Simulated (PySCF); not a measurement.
SMILES Cl[SiH2][SiH2]CC (C2H9ClSi2), GFN2-xTB optimised geometry.

```
14

C      2.10    -0.26     1.19
C      1.51    -1.00     0.00
Si    -0.40    -1.00     0.00
Si    -1.18     1.18     0.00
Cl    -3.19     1.19    -0.27
H      3.19    -0.30     1.17
H      1.76    -0.70     2.13
H      1.80     0.79     1.18
H      1.88    -0.55    -0.92
H      1.87    -2.03     0.00
H     -0.84    -1.78    -1.17
H     -0.85    -1.76     1.18
H     -0.95     1.92     1.25
H     -0.63     2.03    -1.07
```

Density from B3LYP/def2-TZVP in PySCF at that geometry.

Minimum of the electron density along straight lines between bonded atoms, close to the bond critical point (lines longer than 1.1 times the sum of covalent radii, or with two minima, are not listed):

| bond | length / Å | ρ at the minimum / e bohr⁻³ | ∇²ρ there / e bohr⁻⁵ | position (fraction from the first atom) |
|---|---|---|---|---|
| C1–C2 | 1.524 | 0.244 | -0.59 | 0.50 |
| C2–Si3 | 1.906 | 0.117 | 0.13 | 0.61 |
| Si3–Si4 | 2.318 | 0.100 | -0.19 | 0.39 |
| Si4–Cl5 | 2.030 | 0.102 | 0.26 | 0.37 |
| C1–H6 | 1.089 | 0.280 | -0.96 | 0.64 |
| C1–H7 | 1.088 | 0.281 | -0.97 | 0.64 |
| C1–H8 | 1.088 | 0.280 | -0.96 | 0.64 |
| C2–H9 | 1.092 | 0.276 | -0.93 | 0.64 |
| C2–H10 | 1.091 | 0.276 | -0.93 | 0.64 |
| Si3–H11 | 1.472 | 0.123 | 0.18 | 0.49 |
| Si3–H12 | 1.472 | 0.122 | 0.18 | 0.49 |
| Si4–H13 | 1.466 | 0.126 | 0.18 | 0.49 |
| Si4–H14 | 1.467 | 0.126 | 0.18 | 0.49 |
